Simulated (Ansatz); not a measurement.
Ansatz (an electronic-structure program) input (MP2/3-21G): The .json file is the Basis Set Exchange's 3-21G.

Ansatz 0.2 input:
```yaml
crystal:
  periodic: [false, false, false]
  atoms:
    - {symbol: Te, position_ang: [0.02567400, -0.01476500, 0.31480000]}
    - {symbol: F, position_ang: [0.61677800, 1.22310700, -0.91040500]}
    - {symbol: F, position_ang: [-0.76511700, -1.13779500, -0.90843900]}
basis:
  gaussian:
    orbitals: 3-21G.json
total_charge: 1
magnetization: {spin_polarized: true, initial_magnetization: 1}
correlation: {method: mp2, electrons: outside_noble_gas}
```

Output:

```
Functional definition: HF
integrals: 0.01 GiB planned
588 factors; integrals over basis functions are off by at most 8.6e-5 eV
mean field: 0.22 GiB planned
mean field evaluation 1: about -184504.4485 eV, gradient 4.4e1 eV
mean field evaluation 2: about -184504.4606 eV, gradient 4.4e1 eV
mean field evaluation 4: about -184510.8520 eV, gradient 1.9e0 eV
mean field evaluation 8: about -184510.9083 eV, gradient 1.3e-1 eV
mean field -184510.90892337 eV, -6780.6508369480 hartree, gradient 2.6e-6 eV, S^2 0.754520; 0 other end points of the search recorded, 0 dependent functions left out
25 core orbitals not correlated
reference -184510.90892337 eV, -6780.6508369480 hartree; 10, 9 occupied and 16, 17 virtual orbitals, 588 factors
second order -7.76715593 eV of doubles, -0.00000000 eV of singles
Total energy: -184518.67607931 eV, -6780.9362746638 hartree
```

The dipole moment of an ion depends on the origin.

The geometry given is a B3LYP-D3(BJ)/def2-TZVP minimum.
